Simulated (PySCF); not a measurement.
AlCl₂HSe, SMILES [Cl][Al]([Cl])[SeH]. Atoms are numbered in the order given.

```xyz
5

Al    -0.0001     0.5447     0.0000
Cl     1.8193     1.5828     0.0000
Cl    -1.8024     1.6168     0.0000
Se     0.0340    -1.7547     0.0000
H     -1.4418    -1.8146     0.0000
```

Geometry: B3LYP-D3(BJ)/def2-SVP. One conformer was computed; it need not be the lowest.

Computed with B3LYP/pcSseg-1 in PySCF.

GIAO shieldings, no solvent; atoms listed in one row are averaged. δ = σ(ref) − σ: ³⁵Cl against HCl (σ = 933.3 ppm); ⁷⁷Se against Me2Se (σ = 1647.9 ppm); ¹H against TMS (σ = 31.68 ppm), references at their B3LYP-D3(BJ)/def2-TZVP geometries, non-relativistic (without spin–orbit terms, shifts of atoms bonded to Cl or Br come out too high).

```csv
nucleus,atoms,count,δ (ppm)
³⁵Cl,Cl3,1,65.2
³⁵Cl,Cl2,1,56.2
⁷⁷Se,Se4,1,-442.6
¹H,H5,1,1.08
```
